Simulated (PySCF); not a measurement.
Si(Me)(vinyl)(OH)2 (C₃H₈O₂Si), SMILES C=C[Si](C)(O)O.

Geometry: PBE0-D3(BJ)/def2-SVP. Other conformers were not sampled.

Vertical ionisation energy (IE) and electron affinity (EA) in eV. Rows of orbital energies are one-electron estimates. Where ΔSCF, EOM or ADC give a negative EA the extra electron is unbound and the value depends on the basis.

```
level                                           IE    EA
--------------------------------------------  ----  ----
−ε(HOMO), −ε(LUMO), M06-2X/def2-TZVP (PySCF)     …     …
−ε(HOMO), −ε(LUMO), PBE/def2-TZVP (PySCF)     6.73  1.49
```

Fill in the missing entries. (Estimate from the structure and the level; the computed values follow.)


- −ε(HOMO), −ε(LUMO), M06-2X/def2-TZVP (PySCF), IE: 9.24
- −ε(HOMO), −ε(LUMO), M06-2X/def2-TZVP (PySCF), EA: -0.37
